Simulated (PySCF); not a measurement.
# C₅H₃F₅O: full NMR table

* Formula: C5H3F5O
* SMILES: FC1=C[C@](F)(C(F)(F)F)OC1
* InChI: InChI=1S/C5H3F5O/c6-3-1-4(7,11-2-3)5(8,9)10/h1H,2H2/t4-/m1/s1
* Point group of the computed structure: C1
* Degrees of unsaturation: 2
* Carbon signals: 5
* Proton signals: 3

Atoms are numbered as in `[F:1][C:2]1=[CH:3][C@:4]([F:5])([C:6]([F:7])([F:8])[F:9])[O:10][CH2:11]1` (H(Xn): hydrogen on atom n). Ha(C11) is pro-R; Hb(C11) is pro-S.

- shielding tensors at PBE/pcSseg-2 (GIAO)
- geometry: PBE0-D3(BJ)/def2-SVP
- B3LYP/pcJ-1 coupling constants (spin–dipole term only in couplings to heteroatoms)
- run in PySCF 2.14.0 with density-fitted response routines
- no relativistic terms, no solvent model, fast rotation and ring inversion assumed for equivalent nuclei, a single conformation

Chemical shifts δ = σref − σ; $^{1}$H (σ = 31.18 ppm), $^{13}$C (σ = 179.39 ppm) against TMS; $^{19}$F (σ = 142.93 ppm) vs CFCl3; H2O for $^{17}$O (σ = 327.88 ppm), all at this level.

```tsv
carbon	δC, type	δH (multiplicity, J in Hz)	HMBC from (abs. J ≥ 3 Hz)	span of the C tensor (ppm)
C2	180.7, C	–	Hb(C11), Ha(C11)	140
C3	103.5, CH	5.29 (tt, 2.7, 1.1)	Hb(C11), Ha(C11)	148
C4	128.5, C	–	H(C3), Ha(C11)	38
C6	135.6, C	–	–	17
C11	76.3, CH2	Hb(C11) 4.86 (m); Ha(C11) 4.67 (m)	H(C3)	78
```

Other nuclei:
```json
{"atoms": "F7/F8/F9", "nucleus": "$^{19}$F", "environment": "fluorine of a CF3 group", "δ (ppm)": "-112.0", "σ (ppm)": "254.9"}
{"atoms": "F5", "nucleus": "$^{19}$F", "environment": "fluorine on an sp3 carbon", "δ (ppm)": "-128.9", "σ (ppm)": "271.8"}
{"atoms": "F1", "nucleus": "$^{19}$F", "environment": "vinylic fluorine", "δ (ppm)": "-134.3", "σ (ppm)": "277.2"}
{"atoms": "O10", "nucleus": "$^{17}$O", "environment": "ether oxygen", "δ (ppm)": "94.4", "σ (ppm)": "233.5"}
```

Selected couplings (Hz, signed; the shortest-range and largest first, 30 at most; isotopes $^{19}$F, $^{13}$C, $^{1}$H): $^{1}J$(F1,C2) -363.8, $^{1}J$(C6,F7) -350.4, $^{1}J$(C4,F5) -294.9, $^{1}J$(C3,H(C3)) 193.1, $^{1}J$(C11,Ha(C11)) 158.5, $^{1}J$(C11,Hb(C11)) 156.3, $^{2}J$(F5,C6) 51.0, $^{2}J$(C4,F7) 39.9, $^{2}J$(C3,F5) 23.6, $^{2}J$(F1,C11) 23.3, $^{2}J$(Hb(C11),Ha(C11)) -16.8, $^{2}J$(F1,C3) 8.7, $^{3}J$(F1,C4) 12.3, $^{3}J$(F5,F7) -10.8, $^{3}J$(C2,F5) 9.2, $^{3}J$(F5,C11) -7.1, $^{3}J$(F1,Hb(C11)) -5.3, $^{3}J$(F1,Ha(C11)) -4.7, $^{3}J$(F1,H(C3)) -1.2, $^{4}J$(F5,Ha(C11)) 28.3, $^{4}J$(F5,Hb(C11)) 21.1, $^{4}J$(H(C3),Hb(C11)) -2.7, $^{4}J$(H(C3),Ha(C11)) -2.7, $^{4}J$(F1,C6) 2.2, $^{4}J$(F1,F5) 1.6, $^{4}J$(C2,F8) 1.4.

- Carbon types of the structure: 3 × C, 1 × CH, 1 × CH2, which accounts for all hydrogens.
- δC 180.7: fully substituted alkene carbon.
- δC 135.6: CF3 carbon; 3 electronegative neighbours deshield it.
- δC 128.5: allylic fully substituted sp3 carbon bonded to F and O; 2 electronegative neighbours deshield it.
- δC 103.5: alkene CH; the olefinic region.
- δC 76.3: allylic sp3 CH2 bonded to O; pulled downfield by the heteroatom.

C–F couplings over four or more bonds (about 3 Hz to the para carbon of a fluoroarene) are left out. Common functionals overestimate the size of one-bond C–F couplings by tens of Hz; these are unscaled. Multiplet labels drop couplings under 1 Hz and merge nearly equal ones. Shifts are as computed, not scaled to solution data. Of 1211 compounds with measured shifts, 218 miss one by over three times the rms of a fit or turn the order of signals round; such compounds aren't used in these exercises. Unscaled 19F shifts against computed CFCl3 carry errors that often reach 10 to 50 ppm. Experimental scales use liquid or dissolved standards, which lie at an offset from isolated H2O (liquid H2O: subtract about 36 ppm).
